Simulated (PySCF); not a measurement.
A GIAO shielding run with PySCF 2.14 (density fitting, non-relativistic, gas phase) on `InChI=1S/C3H14Si3/c1-3-5-6(2)4/h6H,3,5H2,1-2,4H3/t6-/m1/s1`:

```
$ OMP_NUM_THREADS=1 python probes_run.py task.json out

{"job": {"kind": "nmr", "xc": "PBE0", "basis": "pcSseg-1"}, "charge": 0, "multiplicity": 1}
C     -2.220085    -0.726410     1.247216
C     -2.299290    -0.798473    -0.271690
Si    -0.582929    -0.951565    -1.087478
Si     0.786136     0.802205    -0.397682
C      2.129938     1.080005    -1.724966
Si     1.841493     0.581423     1.664605
H     -1.654450     0.148881     1.563760
H     -1.727336    -1.610445     1.647042
H     -3.213614    -0.664920     1.689890
H     -2.922739    -1.647921    -0.554652
H     -2.807631     0.092651    -0.644044
H     -0.038789    -2.265098    -0.701599
H     -0.820903    -1.042478    -2.537799
H      0.001874     2.061927    -0.397201
H      2.796982     0.224811    -1.790529
H      2.738107     1.951153    -1.498874
H      1.696389     1.230448    -2.709250
H      1.021495    -0.169584     2.619883
H      3.113483    -0.140302     1.559767
H      2.156722     1.854373     2.320566
```

Hardware: 1 thread of an Arm Neoverse N1, shared host. The job also computes population analyses, field gradients.

Problem. How large is the calculation?

Solution. 74 electrons, 193 basis functions and 1072 auxiliary functions.

Problem. How long does it take, and how much memory does it need?

Solution. 58 s of wall time, with 12 SCF cycles and 4 response iterations; peak memory 0.86 GiB. Times on a shared host scatter by some tens of per cent.
